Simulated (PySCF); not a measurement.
The same groups moved round the core (propene chloro+silyl). Isolated molecules, 0 K electronic values unless said otherwise. One relaxed conformer stands for each flexible species; it need not be the lowest. Strings in code marks are SMILES. All members: neutral, multiplicity 1. Level: PBE-D3(BJ)/def2-TZVP // CAM-B3LYP-D3(BJ)/def2-TZVP (PySCF). Delta-SCF ions had no search for a lower state.  The removal energy is E(N − 1 electrons) − E(N electrons) at the parent's geometry; ε(HOMO) is measured against the vacuum level.

| species | −ε(HOMO) (eV) | vertical ionisation energy (Delta-SCF) (eV) |
|---|---|---|
| `[SiH3]C/C=C/Cl` (Si–C–C–C torsion 109°) | 5.90 | 8.80 |
| `C/C=C(\[SiH3])Cl` | 6.07 | 8.99 |
| `C/C([SiH3])=C/Cl` | 6.17 | withheld |
| `C/C=C(/[SiH3])Cl` | 6.20 | 9.10 |
| `C/C([SiH3])=C\Cl` | 6.25 | 9.12 |
| `C/C(Cl)=C/[SiH3]` | 6.33 | 9.20 |

Fit vertical ionisation energy (Delta-SCF) = a + b·x to the 5 complete rows by least squares, with x = −ε(HOMO) in eV. Give a, b and the rms residual, and predict the withheld value.

Means of the 5 rows: x̄ = 6.15, ȳ = 9.042 eV. Σ(x − x̄)² = 0.1138 and Σ(x − x̄)(y − ȳ) = 0.1038, so b = 0.912 and a = ȳ − b·x̄ = 3.433 eV. The rms residual is 0.014 eV. At x = 6.17 the line gives 9.06 eV. The run for `C/C([SiH3])=C/Cl` gave 9.08 eV, so the line is off by 0.02 eV, within twice the rms residual.

Codes: PySCF.
